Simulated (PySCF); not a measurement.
CH2F, SMILES [CH2]F, multiplicity 2.

Geometry: PBE-D3(BJ)/def2-TZVPD. The isomer is the one that the SMILES or the coordinates give; other isomers of the formula were not compared.

All values below come from PBE-D3(BJ)/def2-TZVPD in PySCF 2.14.0.

Frequencies are harmonic and unscaled.

Computed vibrational spectrum:
| mode | ν (cm⁻¹) | IR (km/mol) | moving atoms (share of kinetic energy) |
|---|---|---|---|
| 1 | 458 | 55.8 | H 76 %, C 23 % |
| 2 | 1129 | 6.1 | H 80 %, C 15 % |
| 3 | 1153 | 118.5 | C 49 %, F 42 %, H 8 % |
| 4 | 1411 | 3.6 | H 89 %, C 11 % |
| 5 | 3063 | 12.5 | H 97 % |
| 6 | 3219 | 6.9 | H 88 %, C 12 % |
